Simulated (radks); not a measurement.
Values are calculated unless marked as measured or tabulated.
The copper ion Cu+ inside a hard spherical wall (all orbitals vanish at R), configuration held at [Ar] 3d10 and not refilled when levels cross. Code: a radial shooting solver on a logarithmic mesh with Libxc functionals. Model: non-relativistic Kohn-Sham, r2SCAN, spin-polarised, spherical densities, point nucleus; meta-GGA in the generalised Kohn-Sham scheme. Eigenvalues in eV for spin up, with the zero of energy where the potential of the charges vanishes at infinity; a dash marks a level that is unbound or too diffuse for the functional's potential to be trusted. A positive occupied level is held by the wall or, in an anion where self-interaction has pushed it up, behind a barrier. The pressure on the wall is -dE/dV.

R (bohr)  E (hartree)  kinetic (hartree)    e(2p)    e(3s)    e(3p)    e(3d)  e(4s, empty)  e(4p, empty)  pressure (GPa)
free      -1640.22118           1639.045  -926.86  -123.19  -81.844  -13.734       -10.971        -5.833               0
12        -1640.22118           1639.045  -926.86  -123.19  -81.844  -13.734       -10.971        -5.830        < 0.0001
10        -1640.22118           1639.045  -926.86  -123.19  -81.844  -13.734       -10.971        -5.815        < 0.0001
8         -1640.22116           1639.045  -926.85  -123.18  -81.840  -13.731       -10.959        -5.707         0.00167
6         -1640.22022           1639.054  -926.77  -123.11  -81.766  -13.661       -10.751        -4.987           0.113
5         -1640.21533           1639.091  -926.48  -122.84  -81.502  -13.411       -10.104        -3.598           0.990
3         -1639.97662           1640.260  -920.26  -117.59  -76.381   -8.271         2.660        14.215             127
2         -1637.91270           1648.818  -895.36  -99.803  -58.606   11.943        60.963        80.596            3540
1.5       -1630.19718           1678.296  -843.53  -64.937  -21.873   54.263        195.00        217.99           34100
